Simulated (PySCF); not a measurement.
## Electron correlation in Zn(2+) (zinc, charge +2)

[Ar] 3d10, closed-shell 1S. All numbers are calculated (PySCF 2.14, scalar relativity by spin-free X2C-1e, in x2c-SVPall). Frozen: [Ar]; 10 electrons correlated.

Total MP2 correlation energy: -249.93 mhartree.

Same-spin part -95.84 and opposite-spin part -154.10 mhartree; SCS-MP2 scales them by 1/3 and 6/5 to -216.86 mhartree.

```tsv
level	correlation energy (mhartree)
CCSD	-230.50
(T)	-5.62
CCSD(T)	-236.12
```

Diagnostics: T1 = 0.0085, D1 = 0.0120, largest double amplitude 0.023.

**Question.** Is a single reference adequate?

**Answer.** Yes: T1 lies below 0.03 and no double amplitude reaches 0.07.
